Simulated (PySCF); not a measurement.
H$_{2}$BFS$_{2}$, singlet, at a GFN2-xTB geometry; PySCF with MP2/def2-SVP.

PySCF was given this input:
```python
from pyscf import gto, scf, mp

mol = gto.Mole()
mol.atom = '''
    B    -0.337695   -0.172646   -0.011867
    F    -1.511492   -0.772747   -0.053116
    S    -0.227638    1.447543   -0.797881
    H     1.054301    1.699412   -0.549028
    S     0.994901   -1.055282    0.824843
    H     1.961404   -0.157640    0.655004
'''
mol.basis = 'def2-svp'
mol.charge = 0
mol.spin = 0
mol.verbose = 4
mol.max_memory = 1800
mol.build()

mf = scf.RHF(mol)
mf.kernel()

pt = mp.MP2(mf, frozen=12)
pt.kernel()
print('E(MP2) = %.10f' % pt.e_tot)
```

It wrote (shortened):

```
PySCF version 2.14.0

[INPUT] verbose = 4
[INPUT] num. atoms = 6
[INPUT] num. electrons = 48
[INPUT] charge = 0
[INPUT] spin (= nelec alpha-beta = 2S) = 0
[INPUT] symmetry False subgroup None
[INPUT] Mole.unit = angstrom
[INPUT] Symbol           X                Y                Z      unit          X                Y                Z       unit  Magmom
[INPUT]  1 B     -0.337695000000  -0.172646000000  -0.011867000000 AA   -0.638151063635  -0.326253656502  -0.022425379920 Bohr   0.0
[INPUT]  2 F     -1.511492000000  -0.772747000000  -0.053116000000 AA   -2.856305919471  -1.460280193579  -0.100374692832 Bohr   0.0
[INPUT]  3 S     -0.227638000000   1.447543000000  -0.797881000000 AA   -0.430173475544   2.735459823531  -1.507776569994 Bohr   0.0
[INPUT]  4 H      1.054301000000   1.699412000000  -0.549028000000 AA    1.992340142855   3.211423252799  -1.037512554718 Bohr   0.0
[INPUT]  5 S      0.994901000000  -1.055282000000   0.824843000000 AA    1.880090411056  -1.994193964183   1.558727365765 Bohr   0.0
[INPUT]  6 H      1.961404000000  -0.157640000000   0.655004000000 AA    3.706516379626  -0.297896426276   1.237778170495 Bohr   0.0

nuclear repulsion = 187.38497690085
number of shells = 34
number of NR pGTOs = 134
number of NR cGTOs = 74
basis = def2-svp
ecp = {}

******** <class 'pyscf.scf.hf.RHF'> ********
method = RHF
initial guess = minao
damping factor = 0
level_shift factor = 0
DIIS = <class 'pyscf.scf.diis.CDIIS'>
diis_start_cycle = 1
diis_space = 8
diis_damp = 0
SCF conv_tol = 1e-09
SCF conv_tol_grad = None
SCF max_cycles = 50
direct_scf = True
direct_scf_tol = 1e-13
Set gradient conv threshold to 3.16228e-05
Initial guess from minao.
init E= -920.52295485859
  HOMO = -0.309949218638187  LUMO = 0.0667630901927501  gap/eV = 10.25086
cycle= 1 E= -920.033012690547  delta_E= 0.49  |g|= 0.541  |ddm|= 2.42
  HOMO = -0.398245235381677  LUMO = 0.0880493298561804  gap/eV = 13.23275
cycle= 2 E= -920.101430736303  delta_E= -0.0684  |g|= 0.288  |ddm|= 0.67
  HOMO = -0.384784282546515  LUMO = 0.114221438156498  gap/eV = 13.57864
cycle= 3 E= -920.118182704303  delta_E= -0.0168  |g|= 0.0526  |ddm|= 0.244
  HOMO = -0.384757162120141  LUMO = 0.122586013688531  gap/eV = 13.80551
cycle= 4 E= -920.119262240281  delta_E= -0.00108  |g|= 0.0139  |ddm|= 0.0753
  HOMO = -0.385071416035612  LUMO = 0.122096027908891  gap/eV = 13.80073
cycle= 5 E= -920.119353124314  delta_E= -9.09e-05  |g|= 0.00321  |ddm|= 0.0224
  HOMO = -0.385347979287412  LUMO = 0.121995238117366  gap/eV = 13.80551
cycle= 6 E= -920.119359101562  delta_E= -5.98e-06  |g|= 0.00098  |ddm|= 0.00669
  HOMO = -0.385397616237754  LUMO = 0.122075449768625  gap/eV = 13.80905
cycle= 7 E= -920.119359621512  delta_E= -5.2e-07  |g|= 0.000251  |ddm|= 0.0018
  HOMO = -0.385406613025229  LUMO = 0.12208532040158  gap/eV = 13.80956
cycle= 8 E= -920.11935967713  delta_E= -5.56e-08  |g|= 6.68e-05  |ddm|= 0.000595
  HOMO = -0.385416871195034  LUMO = 0.122088431033388  gap/eV = 13.80992
cycle= 9 E= -920.119359681749  delta_E= -4.62e-09  |g|= 1.8e-05  |ddm|= 0.000175
  HOMO = -0.385416418001403  LUMO = 0.122088732217529  gap/eV = 13.80992
cycle= 10 E= -920.119359682066  delta_E= -3.17e-10  |g|= 3.55e-06  |ddm|= 5.26e-05
  HOMO = -0.385417209639757  LUMO = 0.122088122218621  gap/eV = 13.80992
Extra cycle  E= -920.119359682071  delta_E= -5.68e-12  |g|= 1.49e-06  |ddm|= 6.1e-06
converged SCF energy = -920.119359682071

******** <class 'pyscf.mp.mp2.RMP2'> ********
nocc = 12, nmo = 62
frozen orbitals 12
E(RMP2) = -920.64709429614  E_corr = -0.527734614068577
E(SCS-RMP2) = -920.634096039499  E_corr = -0.51473635742801
E_corr(same-spin) = -0.136782899370325
E_corr(oppo-spin) = -0.390951714698252
E(MP2) = -920.6470942961
```
